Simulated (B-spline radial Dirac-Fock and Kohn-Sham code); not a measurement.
**Binding energies of Mn at several levels of theory**

System: atomic manganese, configuration [Ar] 3d7 (an excited configuration).

The density-functional columns are spherical, spin-unpolarised Dirac-Kohn-Sham results without Breit or QED terms: −ε is minus the orbital energy of the initial state and ΔSCF the difference of two total energies. The reference in the last column comes from Dirac-Fock ΔSCF + Breit + QED. All numbers are from a radial B-spline solver, in eV; a selection of levels is shown.

| level | LDA −ε | LDA ΔSCF | Dirac-Fock |
| --- | --- | --- | --- |
| K | 6406.7 | 6550.9 | 6539.4 |
| L1 | 734.5 | 753.3 | 772.2 |
| L2 | 629.1 | 652.7 | 651.5 |
| L3 | 618.7 | 641.9 | 641.3 |
| M1 | 78.59 | 83.72 | 89.90 |
| M2 | 48.73 | 53.77 | 54.29 |
| M3 | 47.48 | 52.50 | 53.13 |
| M4,5 | 1.68 | 5.92 | 1.79 |

Values without a named source are computed, but for edge energies of neutral atoms, which are taken from tables.
